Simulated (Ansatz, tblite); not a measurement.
Isomers of Al$_{2}$O$_{3}$ (singlet), found by a short tight-binding search and relaxed with PBE-D4/def2-SVP in Ansatz.

The xTB rows come from tblite. HSE06 is defined as in plane-wave codes, on full-range PBE exchange. Correlated methods freeze 13 core orbitals.

Run but left out: HF/def2-TZVPP (A: restricted singlet, unstable towards broken spin symmetry); PBE-QIDH/def2-TZVP (A: restricted singlet, unstable in another Hartree–Fock run and untested here).

A further structure is left out (at the level of its geometry, an occupied level 0.04 eV above an empty one); at PBE0-D4/def2-TZVP its energy lies 0.44 eV above the lowest shown.

A: The restricted singlet is unstable towards broken spin symmetry in Hartree–Fock (as tested in another run); at PBE-D4/def2-TZVP, r2SCAN-D4/def2-TZVP, PBE0-D4/def2-TZVP, HSE06-D4/def2-TZVP this wasn't settled. At CCSD(T)/def2-TZVPP T1 of the charge 0 singlet is large (up to 0.025), so the single-reference result is doubtful. At CCSD(T)/def2-TZVPP the restricted singlet (for correlated methods, its reference) is unstable: a solution with broken spin symmetry lies lower. It holds 2 O–O bonds. B: At CCSD(T)/def2-TZVPP T1 of the charge 0 singlet is large (up to 0.028), so the single-reference result is doubtful.

Other spin states were run for one of them alone.

A:

```xyz
5

Al    1.442   -0.565    0.578
Al   -1.003   -1.491   -0.990
O    -1.169    0.224   -0.385
O     0.162    0.869   -0.303
O     0.567    0.962    1.099
```

B:

```
atom   x (Å)   y (Å)   z (Å)
 Al1  -0.522  -1.036  -1.239
 Al2   0.522   1.037   1.238
  O3  -1.019  -2.026  -2.421
  O4   0.001   0.001  -0.001
  O5   1.018   2.025   2.423
```

Question: Estimate which lies lowest at each level, and how far above it the others are (kJ/mol).

Answer: 
| level | A | B |
| --- | --- | --- |
| GFN1-xTB | 467.4 | 0.0 |
| GFN2-xTB | 757.4 | 0.0 |
| PBE-D4/def2-TZVP | 512.4 | 0.0 |
| r2SCAN-D4/def2-TZVP | 573.1 | 0.0 |
| PBE0-D4/def2-TZVP | 534.2 | 0.0 |
| HSE06-D4/def2-TZVP | 533.2 | 0.0 |
| MP2/def2-TZVPP | 686.1 | 0.0 |
| CCSD/def2-TZVPP | 587.8 | 0.0 |
| CCSD(T)/def2-TZVPP | 585.6 | 0.0 |
Point groups (tolerance 0.1 Å): A not assigned, B D∞h. Lower isomers may exist.
